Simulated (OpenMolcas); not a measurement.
Er IV.

```
Program             : OpenMolcas
Method              : RASSCF
Basis               : ANO-R2 [9s6p4d3f1g]
Scalar Hamiltonian  : X2C, finite nucleus
Active space        : 11 electrons in 12 orbitals (RAS2 4f; RAS3 5d, at most 1 electron)
State averaging     : 2S+1 = 4 odd, 35 roots; 2S+1 = 2 odd, 112 roots (105 in the spin-orbit step); 2S+1 = 6 even, 175 roots (91 in the spin-orbit step); 2S+1 = 4 even, 127 roots kept (CI in the orbitals of an earlier block, 65 in the spin-orbit step); 2S+1 = 2 even, 124 roots kept (CI in the orbitals of an earlier block, 0 in the spin-orbit step)
Spin-orbit coupling : state interaction with AMFI integrals over the reference wave functions, term energies averaged over their components
```

Levels without dynamic correlation, in cm⁻¹ above 4f¹¹ ⁴I°_15/2:

```
                 Level      E
4f¹¹ ²G°_7/2(1) [66 %]  33332
   4f¹¹ ⁴S°_3/2 [70 %]  23629
         4f¹¹ ²K°_15/2  32224
         4f¹¹ ⁴G°_11/2  32871
          4f¹¹ ²P°_1/2  40512
```

On this reference, SS-RASPT2, IPEA 0.25 Eh, imaginary shift 0.1 Eh (closed shells correlated: 5s 5p) puts 4f¹¹ ²G°_7/2(1) [66 %] at 30360 cm⁻¹.

Problem. Estimate the other levels at that method by one scale factor, and say how well it serves.

Solution. The factor is 30360 / 33332 = 0.911. Scaled values beside those that SS-RASPT2 gives and measured ones (the list in Tchang-Brillet, Wyart, Meftah and Ait Mammar, Atoms 6, 52 (2018)):
| Level | Scaled | SS-RASPT2 | Miss (%) | Measured |
| --- | --- | --- | --- | --- |
| 4f¹¹ ⁴S°_3/2 [70 %] | 21526 | 20510 | +5.0 |  |
| 4f¹¹ ²K°_15/2 | 29356 | 30060 | -2.3 |  |
| 4f¹¹ ⁴G°_11/2 | 29945 | 29340 | +2.1 | 26708 |
| 4f¹¹ ²P°_1/2 | 36906 | 36280 | +1.7 |  |
For these levels the scaled values miss SS-RASPT2 by up to 5.0 %, as correlation changes each term by its own factor, spin-orbit parts do not scale and CASPT2 has its own spread within terms. This holds within one configuration; levels of others move differently, and the target method has errors of its own against measurement.

CASPT2 does not keep the components of a term degenerate, so their means are used; among the terms shown or strongly mixed into the levels shown the widest spread is 270 cm-1 (4f¹¹ ⁴I°, SS-RASPT2). High states are left out of the spin-orbit mixing, which shifts the levels that they would mix with. Without dynamic correlation excited terms often stand tens of per cent too high (terms of higher spin than the ground term too low), and those without a measured partner can miss by more than the paired ones (holds for RASSCF). Each CASPT2 term energy is a mean over a sample of three components (holds for SS-RASPT2). The CASPT2 spread within a term exceeds the gap to the next term for 4f¹¹ ⁴G° and 4f¹¹ ²K°, so the order of their levels is uncertain (holds for SS-RASPT2). Measured partners are found by configuration, term and J. A level has none where our copy of the source lacks it or the pairing is in doubt (some pairs that miss far off the trend of their configuration count as doubtful), and it then counts in no deviation. Levels of configurations outside the active space are missing.

A share in square brackets marks a mixed level and gives the weight of the term that names it, the lowest over the columns. A number in round brackets counts repeated terms of one configuration in the order of the reference energies. ° marks odd parity.
